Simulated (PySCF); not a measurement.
Computed shifts of a molecule C₄H₇FO, PBE/pcSseg-1 (PySCF), GIAO, gas phase, equivalent atoms averaged, in ppm (number of nuclei): ¹³C: 140.6 (1), 135.7 (1), 73.3 (1), 19.8 (1). ¹⁹F: -200.0 (1). ¹H: 6.47 (1), 5.59 (1), 4.58 (2), 1.55 (3). References: ¹³C against TMS (σ = 182.0 ppm); ¹⁷O against H2O (σ = 334.3 ppm); ¹⁹F against CFCl3 (σ = 133.6 ppm); ¹H against TMS (σ = 31.49 ppm), references at their B3LYP-D3(BJ)/def2-TZVP geometries, non-relativistic. Geometry optimised at B3LYP-D3(BJ)/def2-SVP. Other conformers were not sampled.

Question: Which structure fits?
A. COC/C=C\F
B. CCO/C=C\F
C. C/C=C(\F)OC
D. C=C(F)OCC

Answer: B, CCO/C=C\F
